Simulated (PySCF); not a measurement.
Two species compared at the same levels of theory.

First species: C5H9GeN.
InChI=1S/C5H9GeN/c1-7-5-3-2-4-6-5/h2-3,5H,1,4,6H2/t5-/m1/s1

Second species: C6H10FN3.
SMILES with atom numbers: `[CH3:1][CH2:2][CH2:3][n:4]1[n:5][c:6]([CH3:7])[c:8]([F:9])[n:10]1` (hydrogens: H11, H12, H13 on C1; H14, H15 on C2; H16, H17 on C3; H18, H19, H20 on C7)

Levels: CAM-B3LYP/def2-SVPD for HOMO energy, LUMO energy, HOMO–LUMO gap and static isotropic polarisability; TDDFT CAM-B3LYP/def2-SVPD for lowest singlet excitation; TDA CAM-B3LYP/def2-SVPD for lowest triplet excitation (Tamm–Dancoff); ΔSCF CAM-B3LYP/def2-SVPD for vertical ionisation energy. Geometries: PBE0-D3(BJ)/def2-SVP. Each species is one conformer at its optimised geometry, gas phase, non-relativistic unless stated. Electronic properties by PySCF.

Dipoles, sizes and rotational constants follow the conformer. The torsions of the flexible species, by atom-mapped SMILES:
- `[CH3:1][CH2:2][CH2:3][n:4]1[n:5][c:6]([CH3:7])[c:8]([F:9])[n:10]1`: C1–C2–C3–N4 -60°, C2–C3–N4–N5 111°

The conformers of `C=N[C@@H]1C=C[CH2][GeH2]1` aren't listed.

Task: Which has the higher vertical ionisation energy?

Result: The second: 9.22 eV against 9.04 eV, a difference of 0.18 eV.

Task: Which of the two has the higher static isotropic polarisability, and by how much?

Result: The first: 97.1 au against 91.9 au, a difference of 5.2 au.

Task: Which has the higher T1 energy?

Result: The second: 4.50 eV against 4.05 eV, a difference of 0.45 eV.

Task: Which of the two has the higher HOMO energy, and by how much?

Result: The first: -8.40 eV against -8.54 eV, a difference of 0.14 eV.

Task: Which has the higher S1 energy?

Result: The second: 6.15 eV against 4.87 eV, a difference of 1.28 eV.

Task: Which of the two has the higher HOMO–LUMO gap, and by how much?

Result: The second: 9.30 eV against 8.96 eV, a difference of 0.34 eV.

Task: Which has the higher LUMO energy?

Result: The second: 0.76 eV against 0.56 eV, a difference of 0.20 eV.

On the first: The vertical singlet–triplet gap S1 − T1 is 0.82 eV (TDDFT singlet less Tamm–Dancoff triplet; S1: HOMO−1→LUMO, weight 0.54, beside HOMO→LUMO, weight 0.35; T1: HOMO→LUMO, weight 0.43, beside HOMO−1→LUMO, weight 0.42). No computed singlet falls in the visible range (750 to 380 nm, 1.65 to 3.26 eV); S1 lies 1.61 eV above its blue end. The calculation is non-relativistic and has no spin–orbit coupling, an omission that weighs most on germanium.

On the second: S1 lies 3.15 eV below the HOMO–LUMO gap; its leading configuration is HOMO→LUMO, weight 0.93. The vertical singlet–triplet gap S1 − T1 is 1.65 eV (TDDFT singlet less Tamm–Dancoff triplet; S1: HOMO→LUMO, weight 0.93; T1: HOMO→LUMO, weight 0.92).
